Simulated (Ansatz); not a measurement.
Ansatz (a program for electronic structure) input (B3LYP-D3(BJ)/def2-TZVP):

Ansatz 0.2 input:
```yaml
crystal:
  periodic: [false, false, false]
  atoms:
    - {symbol: Te, position_ang: [-0.06668797, -0.47600309, 0.54881629]}
    - {symbol: F, position_ang: [-1.89651608, -0.49536587, -0.30365245]}
    - {symbol: F, position_ang: [-0.01409526, 1.04803377, -0.62190908]}
    - {symbol: F, position_ang: [1.91048227, -0.11373002, 0.36191250]}
basis:
  gaussian:
    orbitals: def2-TZVP
hamiltonian:
  xc: b3lyp
  dispersion: d3bj
magnetization: {spin_polarized: true, initial_magnetization: 1}
relax: {f_tol: 0.002, max_steps: 150}
```

End of the output:

```
integrals: 0.05 GiB planned
891 factors; their error is unknown
mean field: 0.68 GiB planned
mean field -15450.15114031 eV, -567.7825819179 hartree, gradient 1.4e-5 eV, S^2 0.752892; 0 other end points of the search recorded, 0 dependent functions left out
the calculation of the forces begins
reference -15450.15132632 eV, -567.7825887534 hartree; 26, 25 occupied and 117, 118 virtual orbitals, 891 factors
relax step   7: F+E_penalty+E_count = -15450.25466102 eV  Δ(F+E_penalty+E_count) = -5.358e-5 eV  max|allowed force component| = 3.372e-3 eV/Å  Δτ_max = 0.0077 Å  (36 SCF iters, accepted)
these checks for a lower state are left out or cut short: starts, cluster_reference, orbital_swaps, neighbouring_geometries, increment
integrals: 0.05 GiB planned
891 factors; their error is unknown
mean field: 0.68 GiB planned
mean field evaluation 64: about -15450.0020 eV, gradient 6.1e-1 eV
mean field -15450.13471737 eV, -567.7819783859 hartree, gradient 1.4e-5 eV, S^2 0.752820; 0 other end points of the search recorded, 0 dependent functions left out
the calculation of the forces begins
reference -15450.13490266 eV, -567.7819851951 hartree; 26, 25 occupied and 117, 118 virtual orbitals, 891 factors
relax step   8: F+E_penalty+E_count = -15450.23796789 eV  Δ(F+E_penalty+E_count) = +1.669e-2 eV  max|allowed force component| = 5.391e-1 eV/Å  Δτ_max = 0.1385 Å  (40 SCF iters, rejected (line search))
these checks for a lower state are left out or cut short: starts, cluster_reference, orbital_swaps, neighbouring_geometries, increment
integrals: 0.05 GiB planned
891 factors; their error is unknown
mean field: 0.68 GiB planned
mean field -15450.15121672 eV, -567.7825847259 hartree, gradient 1.8e-5 eV, S^2 0.752894; 0 other end points of the search recorded, 0 dependent functions left out
the calculation of the forces begins
reference -15450.15140276 eV, -567.7825915626 hartree; 26, 25 occupied and 117, 118 virtual orbitals, 891 factors
relax step   9: F+E_penalty+E_count = -15450.25472792 eV  Δ(F+E_penalty+E_count) = -6.690e-5 eV  max|allowed force component| = 2.170e-3 eV/Å  Δτ_max = 0.0138 Å  (35 SCF iters, accepted)
these checks for a lower state are left out or cut short: starts, cluster_reference, orbital_swaps, neighbouring_geometries, increment
integrals: 0.05 GiB planned
891 factors; their error is unknown
mean field: 0.68 GiB planned
mean field -15450.15123946 eV, -567.7825855616 hartree, gradient 1.7e-5 eV, S^2 0.752895; 0 other end points of the search recorded, 0 dependent functions left out
the calculation of the forces begins
reference -15450.15142551 eV, -567.7825923985 hartree; 26, 25 occupied and 117, 118 virtual orbitals, 891 factors
relax step  10: F+E_penalty+E_count = -15450.25474868 eV  Δ(F+E_penalty+E_count) = -2.077e-5 eV  max|allowed force component| = 1.455e-3 eV/Å  Δτ_max = 0.0125 Å  (36 SCF iters, accepted)
integrals: 0.05 GiB planned
891 factors; their error is unknown
mean field: 0.68 GiB planned
mean field evaluation 96: about -15450.0215 eV, gradient 1.1e0 eV
mean field -15450.15123946 eV, -567.7825855616 hartree, gradient 1.2e-5 eV, S^2 0.752895; 1 other end points of the search recorded, 0 dependent functions left out
the calculation of the forces begins
reference -15450.15142551 eV, -567.7825923985 hartree; 26, 25 occupied and 117, 118 virtual orbitals, 891 factors
Total energy: -15450.25493472 eV, -567.7863962922 hartree
Atom 0 at    -0.017373    -0.494114     0.277711 Å, force     0.000442    -0.000412     0.000101 eV/Å
Atom 1 at    -1.928359    -0.527991    -0.150425 Å, force     0.001455     0.000482     0.000194 eV/Å
Atom 2 at    -0.015946     1.130021    -0.660235 Å, force    -0.000445     0.000118    -0.000198 eV/Å
Atom 3 at     1.894861    -0.144981     0.518116 Å, force    -0.001453    -0.000187    -0.000097 eV/Å
Dipole moment:    -0.000709    -0.442474     0.257275 e Å
```

It need not be the lowest isomer of its formula.
